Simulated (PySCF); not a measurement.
From one molecule to another.

First species: C₆H₅ClO₂.
Numbering: `[CH3:1][c:2]1[cH:3][cH:4][c:5]([Cl:6])[o:7][c:8]1=[O:9]` (hydrogens: H10, H11, H12 on C1; H13 on C3; H14 on C4)

Cartesian coordinates in Å at the GFN2-xTB level; atoms count from 1:
```xyz
14
C6H5ClO2 angstrom
C      2.0818    0.4116   -0.0762
C      0.6244    0.1018   -0.0080
C     -0.3376    0.8297   -0.6279
C     -1.7098    0.4765   -0.5208
C     -2.0126   -0.6106    0.2219
Cl    -3.6117   -1.1793    0.4576
O     -1.1048   -1.3517    0.8457
C      0.2573   -1.0617    0.7830
O      1.0061   -1.7877    1.3788
H      2.2654    1.2922   -0.6846
H      2.4714    0.5732    0.9278
H      2.6196   -0.4389   -0.4925
H     -0.0740    1.6951   -1.2173
H     -2.4764    1.0493   -1.0097
```

Second species: C4H12N2OSi.
SMILES: `CC(=O)N[SiH2]N(C)C`

Levels: PBE0/pcSseg-1 for dipole moment, HOMO energy, LUMO energy and HOMO–LUMO gap; GFN2-xTB for rotational constant A and rotational constant C. Geometries: GFN2-xTB. Each species is one conformer at its optimised geometry, gas phase, non-relativistic unless stated; the electronic structure was computed with PySCF and density fitting.

The conformers computed, where there is a choice (atom-mapped SMILES and torsion angles):
- `[CH3:1][C:2](=[O:3])[NH:4][SiH2:5][N:6]([CH3:7])[CH3:8]`: C1–C2–N4–Si5 -179°, C2–N4–Si5–N6 177°, N4–Si5–N6–C7 52°

(1) Which has the higher HOMO–LUMO gap?

(2) Which has the higher HOMO energy?

(3) Which of the two has the higher rotational constant A, and by how much?

(4) Which of the two has the higher rotational constant C, and by how much?

(5) Which has the higher LUMO energy?

(6) Which has the higher dipole moment?

## Answers

(1) The second: 7.03 eV against 5.03 eV, a difference of 2.00 eV.

(2) The second: -6.42 eV against -6.94 eV, a difference of 0.52 eV.

(3) The second: 4.140 GHz against 3.213 GHz, a difference of 0.927 GHz.

(4) The second: 0.739 GHz against 0.724 GHz, a difference of 0.015 GHz.

(5) The second: 0.61 eV against -1.91 eV, a difference of 2.52 eV.

(6) The first: 4.34 D against 3.88 D, a difference of 0.46 D.

On the first: The dipole equals about 14.5 × 10⁻³⁰ C·m (1 D = 3.33564 × 10⁻³⁰ C·m). A dipole of 4.34 D is allowed in Cs, and pure rotational transitions are dipole-allowed.

On the second: In atomic units the dipole is 1.53 e·bohr (1 au = 2.5417 D).
